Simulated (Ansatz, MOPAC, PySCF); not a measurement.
Noncovalent pair: N2 (SMILES N#N) (first 2 atoms) with HI (SMILES I); geometry from B3LYP-D3(BJ)/def2-TZVP, rigid monomers moved along the line of their centres of mass till N2···H4 is 3.00 Å.
(charge 0, multiplicity 1):
```json
[
 {"atom": "N", "x (Å)": "0.1017", "y (Å)": "0.1100", "z (Å)": "-1.0051"},
 {"atom": "N", "x (Å)": "0.2101", "y (Å)": "0.1195", "z (Å)": "0.0801"},
 {"atom": "I", "x (Å)": "0.5346", "y (Å)": "0.1628", "z (Å)": "4.6791"},
 {"atom": "H", "x (Å)": "0.4502", "y (Å)": "0.1466", "z (Å)": "3.0662"}
]
```

Interaction energies are E(AB) − E(A) − E(B) at the monomers' geometry in the complex; basis-set methods are counterpoise corrected. Rows marked so take none.

Correlated levels freeze the cores. Filled d and f shells under p-block atoms count as core. CBS(a, b) extrapolates the correlation energy as X⁻³ and adds the Hartree–Fock energy of set b. Rows in 3-21G, STO-3G carry no dispersion term and start afresh at each structure; the Pople sets are all-electron and without relativity. The state reached by AM1, PM3, PM6, PM7 isn't checked; PM7 holds dispersion and hydrogen-bond terms.

Programs: Ansatz (an electronic-structure program); MOPAC for AM1, PM3, PM6, PM7 (differences of heats of formation); PySCF for 3-21G rows, STO-3G rows, the dispersion terms.  In def2 rows elements past Kr take small-core potentials, without spin–orbit coupling.

Other levels give for the interaction energy: PBE/def2-TZVPPD -0.54; B3LYP/def2-TZVPPD -0.21; B3LYP-D3(BJ)/def2-TZVPPD -0.65; wB97M-V/def2-TZVPPD -0.57; CCSD(T)/CBS(def2-TZVPPD, def2-QZVPPD) -0.68 kcal/mol.

Common cheap choices:

```csv
level,interaction energy (kcal/mol)
AM1,-0.35
PM3,-0.19
PM6,-0.81
PM7,-1.25
HF/STO-3G (no counterpoise),-0.48
HF/3-21G (no counterpoise),-0.59
B3LYP/3-21G (no counterpoise),-0.94
```
